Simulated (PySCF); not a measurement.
From computed data to an observable: chemical shift, span and skew from a shielding tensor

Ge(Cl)(SiH3) (ClGeH3Si), SMILES [SiH3][Ge][Cl] (connectivity only; charge and spin as stated), neutral, multiplicity 1. Atoms are numbered in the order given.

```xyz
6

Ge     0.8439    -0.2245     0.0000
Cl    -0.9770    -1.5050     0.0000
Si    -0.5539     1.8524     0.0000
H      0.2406     3.1366     0.0000
H     -1.4408     1.8487    -1.2216
H     -1.4408     1.8487     1.2216
```

Geometry optimised at PBE-D3(BJ)/def2-SVP.

GIAO shieldings from PBE0/pcSseg-1 (PySCF), non-relativistic, no solvent. The symmetric part of the tensor of Si3 has the principal values 405.9, 414.7, 474.6 ppm. The same nucleus in TMS has σ = 352.7 ppm at this level (PySCF, at its B3LYP-D3(BJ)/def2-TZVP geometry). Without spin–orbit terms, shifts of atoms bonded to Cl or Br come out too high.

### Question
Work out the isotropic shielding, the ²⁹Si shift against TMS, the span and the skew.

### Answer

σ(iso) = (σ11 + σ22 + σ33)/3 = 431.7 ppm. δ = σ(ref) − σ(iso) = 352.7 − (431.7) = -79.0 ppm.
Span Ω = σ33 − σ11 = 68.7 ppm. Skew κ = 3(σ(iso) − σ22)/Ω = 0.74. Tumbling in solution averages the tensor to δ; in a static solid the shielding alone would spread this spin-1/2 line over Ω.
